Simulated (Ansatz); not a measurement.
Consider the cleavage of the B–Ge bond: `[BH2][GeH2][C](C)=N` + `C[Si](O)(O)O` → `BO[Si](C)(O)O` + `C[C](=N)[GeH3]`.

Program: Ansatz. Geometries: PBE0-D4/def2-TZVP. ΔE: electronic, gas phase. CCSD(T)/CBS is the MP2 limit (def2-TZVPP, def2-QZVPP) plus CCSD(T) − MP2 in def2-TZVPP, frozen cores. DFT in def2-TZVPP. For Ge outer-core shells are correlated without core-valence functions, which leaves a few kJ/mol of doubt a bond. Scalar relativity is left out up to krypton. Each species was taken in one conformer, which may not be the lowest.

```json
{"species": "`[BH2][GeH2][C](C)=N`", "r2SCAN energy (Eh)": "-2237.51879"}
{"species": "`C[Si](O)(O)O`", "r2SCAN energy (Eh)": "-557.03660"}
{"species": "`BO[Si](C)(O)O`", "r2SCAN energy (Eh)": "-582.50027"}
{"species": "`C[C](=N)[GeH3]`", "r2SCAN energy (Eh)": "-2212.11027"}
```

Work out ΔE.

ΔE = (-582.50027) + (-2212.11027) − (-2237.51879) − (-557.03660) = -0.05515 Eh = -144.8 kJ/mol. CCSD(T)/CBS gives -143.8 kJ/mol.

Largest T1 diagnostic among the species: 0.014.

In def2-TZVPP, CCSD(T) changes the Hartree–Fock value by +13.8 kJ/mol (the triples alone add +0.5 kJ/mol) and MP2 by +11.3 kJ/mol. From PBE to PBE0 (25 % exact exchange), in def2-TZVPP and without D4, ΔE moves by −4.5 kJ/mol.
